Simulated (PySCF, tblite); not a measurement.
C5H8F2O2Si.
SMILES with atom numbers: `[CH3:1][C:2](=[O:3])/[CH:4]=[C:5](\[O:6][SiH3:7])[CH:8]([F:9])[F:10]` (hydrogens: H11, H12, H13 on C1; H14 on C4; H15, H16, H17 on Si7; H18 on C8)

Cartesian coordinates in Å at the GFN2-xTB level; atoms count from 1:
```
atom  x, y, z in Å
C1     2.625   -0.783    0.629
C2     1.192   -0.720    0.175
O3     0.608   -1.718   -0.219
C4     0.581    0.590    0.229
C5    -0.694    0.834   -0.146
O6    -1.602    0.005   -0.565
Si7   -1.778   -1.665   -0.673
C8    -1.206    2.271   -0.072
F9    -1.362    2.651    1.221
F10   -0.315    3.138   -0.608
H11    3.228   -0.104    0.030
H12    2.692   -0.463    1.667
H13    3.005   -1.796    0.532
H14    1.183    1.419    0.563
H15   -1.158   -2.156   -1.890
H16   -3.226   -1.561   -0.910
H17   -1.612   -2.326    0.611
H18   -2.170    2.391   -0.587
```

Computed with PBE0/pcSseg-1 in PySCF (dipole) on a GFN2-xTB geometry, gas phase.

Masses are those of the commonest isotopes; rigid-rotor values at the optimised geometry. The values belong to one conformer with, in the numbering `[CH3:1][C:2](=[O:3])/[CH:4]=[C:5](\[O:6][SiH3:7])[CH:8]([F:9])[F:10]`, C1–C2–C4–C5 180°, C4–C5–O6–Si7 9°, C4–C5–C8–F9 -71°.

Q: What are A, B and C (cm⁻¹)?

A: Ia = 365.51, Ib = 607.62, Ic = 879.10 u·Å²; 505379 MHz·u·Å²/I gives 1383, 831.7 and 574.9 MHz, that is A = 0.04612, B = 0.02774, C = 0.01918 cm⁻¹.

Q: What kind of rotor is it?

A: An asymmetric top; Ray's κ = -0.364.

Q: Is it planar, by Δ = Ic − Ia − Ib?

A: Not planar: Δ = Ic − Ia − Ib = -94.04 u·Å². For a rigid frame Δ = −2 Σ m c², so Σ m c² = 47.02 u·Å² lies off the ab plane: 5.10 from hydrogen and 41.92 from heavier atoms. The atom farthest from that plane is 1.31 Å away.

Q: Give the other two planar moments, Paa and Pbb, and the rms extents of the mass along the axes.

A: Paa = Σ m a² = (Ib + Ic − Ia)/2 = 560.60 and Pbb = Σ m b² = (Ia + Ic − Ib)/2 = 318.49 u·Å². With the mass M = 166.03 u, the rms extents √(P/M) along a, b and c are 1.84, 1.39, 0.53 Å.

Q: Where do the levels up to J = 4 lie, in K?

A: Above 0(0,0), as E/k:
J = 1: 1(0,1) 0.068, 1(1,1) 0.094, 1(1,0) 0.106
J = 2: 2(0,2) 0.199, 2(1,2) 0.217, 2(1,1) 0.254, 2(2,1) 0.333, 2(2,0) 0.336
J = 3: 3(0,3) 0.389, 3(1,3) 0.399, 3(1,2) 0.472, 3(2,2) 0.535, 3(2,1) 0.551, 3(3,1) 0.700, 3(3,0) 0.701
J = 4: 4(0,4) 0.635, 4(1,4) 0.639, 4(1,3) 0.758, 4(2,3) 0.803, 4(2,2) 0.843, 4(3,2) 0.976, 4(3,1) 0.980, 4(4,1) 1.199, 4(4,0) 1.200

Q: Which lines would a microwave search look for?

A: The dipole components are |μa| = 0.27 D, |μb| = 1.44 D, |μc| = 0.11 D. The squared components, which scale the intensities, stand as 0.03 : 1.00 : 0.01 (a : b : c). Some lines, for components of 0.1 D or more:

```tsv
type	branch	J(Ka,Kc)	MHz	lower level (cm⁻¹)
c	R	1(1,0) ← 0(0,0)	2214	0.000
a	Q	4(1,3) ← 4(1,4)	2483	0.444
a	R	2(1,2) ← 1(1,1)	2556	0.065
a	R	2(0,2) ← 1(0,1)	2742	0.047
b	Q	3(3,0) ← 3(2,1)	3124	0.383
b	R	3(1,3) ← 2(0,2)	4160	0.138
a	R	3(2,2) ← 2(2,1)	4220	0.231
a	R	4(3,1) ← 3(3,0)	5811	0.487
a	R	4(1,3) ← 3(1,2)	5956	0.328
b	R	3(2,1) ← 2(1,2)	6968	0.151
c	R	4(2,2) ← 3(1,2)	7731	0.328
c	R	4(2,3) ← 3(1,3)	8418	0.277
c	R	4(4,1) ← 3(3,1)	10399	0.487
```

Q: Estimate the classical rotational partition function at 10 K, 100 K and 200 K.

A: Point group C1, symmetry number σ = 1; q = (√π/σ)·√((kT/h)³/(ABC)), k/h = 20836.6 MHz/K: 6560 at 10 K, 207000 at 100 K, 586000 at 200 K.

Its GFN2-xTB frequencies are all real (lowest 22 cm⁻¹). No vibrational averaging or centrifugal distortion is included, and the geometry carries the error of its method. A rigid rotor knows nothing of internal rotation, which can split or shift real lines.
